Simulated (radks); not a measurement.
The silver ion Ag2+, 45 electrons, occupied as [Kr] 4d9. Method: scalar-relativistic Kohn-Sham, AM05, spin-polarised, spherical densities, finite nucleus; open shells are filled with parallel spins first (spin-orbit coupling, left out, can overturn this in heavy ions); Fermi nuclear charge, rms radius 4.5454 fm; computed with a radial shooting solver on a logarithmic mesh with Libxc functionals.

Local quantities along the radius. ELF = 1/(1 + alpha^2) is the electron localisation function; alpha = (tau - tau_W)/tau_unif compares the Pauli kinetic energy density with that of the uniform gas (summed over spins); 4 pi r^2 rho is in e/bohr; s = |grad rho|/(2 (3 pi^2)^(1/3) rho^(4/3)) is the reduced gradient. tau is taken from the large components.

r (bohr)    ELF    alpha  4 pi r^2 rho       s
0.002184  0.999  0.02361         4.823  0.5603
0.002889  0.999  0.02527         7.637  0.5269
0.003854  0.999  0.02824         11.98  0.5069
0.005099  0.999  0.03302         18.03  0.5000
0.006747  0.998  0.04099         26.14  0.5052
0.008998  0.997  0.05540         36.37  0.5242
0.01191   0.993  0.08180         46.97  0.5578
0.01588   0.981   0.1382         56.04  0.6102
0.02101   0.935   0.2637         60.09  0.6758
0.02802   0.752   0.5739         57.91  0.7312
0.03708   0.430    1.151         52.85  0.6824
0.04945   0.318    1.466         52.85  0.4511
0.06543   0.509   0.9829         62.88  0.2889
0.08727   0.736   0.5991         74.89  0.3397
0.1155    0.718   0.6265         72.11  0.4807
0.154     0.407    1.206         56.21  0.5274
0.2038    0.344    1.381         51.70  0.2768
0.2696    0.665   0.7097         60.34  0.2488
0.3596    0.765   0.5543         52.71  0.4780
0.4758    0.433    1.145         28.25  0.7533
0.6346    0.212    1.925         16.76  0.3771
0.8397    0.684   0.6797         18.72  0.2704
1.12      0.741   0.5905         15.30  0.5289
1.482     0.532   0.9383         7.765  0.8556
1.976     0.225    1.856         2.622   1.387
2.615     0.056    4.115        0.6328   2.496
3.488     0.006    12.66       0.08648   5.668
4.615     0.000    62.58      0.005879   16.57
6.155     0.000    668.6     0.0001261   72.14

On this mesh the ELF has minima near r = 0.049, 0.18, 0.55 bohr, which separate the shells, and maxima near 0.100 (0.76), 0.36 (0.76), 0.97 (0.76).

Self-consistent cycle (total energy in hartree, residual of the potential): 1: -5304.561042, 8e+00; 2: -5308.941181, 4e+00; 3: -5310.122826, 4e-01; 4: -5310.126548, 5e-01; 5: -5310.158750, 3e-02; 6: -5310.159106, 7e-03; 7: -5310.159103, 7e-04; 8: -5310.159100, 3e-04; 9: -5310.159100, 2e-05; 10: -5310.159100, 1e-05; 11: -5310.159100, 5e-06; 12: -5310.159100, 1e-07; 13: -5310.159100, 1e-08; 14: -5310.159100, 3e-09.
